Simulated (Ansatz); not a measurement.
Relaxation of ClFGeH3O2 (8 atoms, charge 0, multiplicity 2), to a largest force component of 0.03 eV/Å in at most 50 steps.

Level of theory: Ansatz, UKS PBE0/def2-SVP.

```xyz
8
Properties=species:S:1:pos:R:3
Ge 0.214 0.010 0.202
H 0.676 0.457 1.620
O 1.691 -0.050 -0.745
H 1.705 -0.823 -1.325
Cl -1.056 1.569 -0.548
O -0.511 -1.573 0.014
H -1.152 -1.745 0.714
F -1.079 -0.342 2.447
```

Question: Where does it end, and by what steps?

Answer: The run converged. After 35 steps the energy has fallen by 2.261 eV; H2 moved furthest, 1.89 Å. Parted: Ge1–H2 (1.56 → 2.98 Å). Joined: H2–F8 (2.10 → 0.94 Å).

```csv
step,energy less start (eV),largest force component (eV/Å),accepted
0,0.0000,0.518,yes
2,-0.5743,0.828,yes
4,-1.0375,1.379,yes
6,-1.2936,1.230,yes
8,-1.7189,0.956,yes
10,-1.7488,2.454,no
12,-1.8872,0.517,yes
14,-1.9408,0.113,yes
16,-1.9356,1.707,no
18,-1.9875,0.267,yes
20,-2.0039,0.505,yes
22,-2.0157,0.282,yes
24,-2.0296,1.057,yes
26,-2.0741,0.165,yes
28,-2.1392,1.584,yes
30,-2.2402,0.736,yes
32,-2.2569,0.327,yes
34,-2.2607,0.041,yes
35,-2.2609,0.030,yes
```

```xyz
8
Properties=species:S:1:pos:R:3
Ge 0.971 -0.016 -0.071
H -1.185 0.454 1.934
O 1.265 -0.195 -1.804
H 1.100 -1.105 -2.087
Cl -0.544 1.609 0.203
O 0.231 -1.535 0.438
H -0.259 -1.413 1.273
F -1.091 -0.293 2.493
```

Whether the end is a true minimum wasn't checked by a vibrational analysis.

The run took 92 s on 4 threads of AMD EPYC 7B13 (Zen 3), on a shared host, peak memory 0.43 GiB.
